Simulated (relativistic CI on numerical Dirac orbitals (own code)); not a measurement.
# Radial parameters of Sm LIV

Calculated at this level of theory: Dirac-Coulomb-Breit CI, separate exchange-only KLI orbitals for each configuration, model QED (radiative potential, 1s self-energy scaled to tabulated hydrogen-like ionisation energies), unscaled Slater integrals (own radial code, finite nucleus).

Slater integrals F^k, G^k are unscaled and averaged over j, outside the closed core 1s2; ζ comes from projecting the Hamiltonian with its Breit term on Σ l·s of the shell.

- 2s2 2p5: ζ(2p) = 3.3374e+06 cm⁻¹; <r>(2p) = 0.08266, <r^2>(2p) = 0.008314 (bohr units).
- 2p6 3p: ζ(3p) = 927330 cm⁻¹; <r>(3p) = 0.2152, <r^2>(3p) = 0.05358 (bohr units).
- 2p6 3d: ζ(3d) = 134190 cm⁻¹; <r>(3d) = 0.1878, <r^2>(3d) = 0.04051 (bohr units).

Averages of the first 10 configurations, taken without configuration mixing, which lowers the lowest level and can move excited configurations by several eV; other configurations of the list can lie among them:

```csv
Configuration,Parity,States,Average energy above the lowest level (eV)
2s2 2p5,odd,6,207.7
2s 2p6,even,2,992.5
2p6 3s,even,2,7815.9
2p6 3p,odd,6,8028.6
2p6 3d,even,10,8230.2
2s2 2p4 3s,even,30,6257.6
2s2 2p4 3p,odd,90,6479.0
2s2 2p4 3d,even,150,6680.9
2s 2p5 3s,odd,24,7011.7
2s 2p5 3p,even,72,7228.8
```
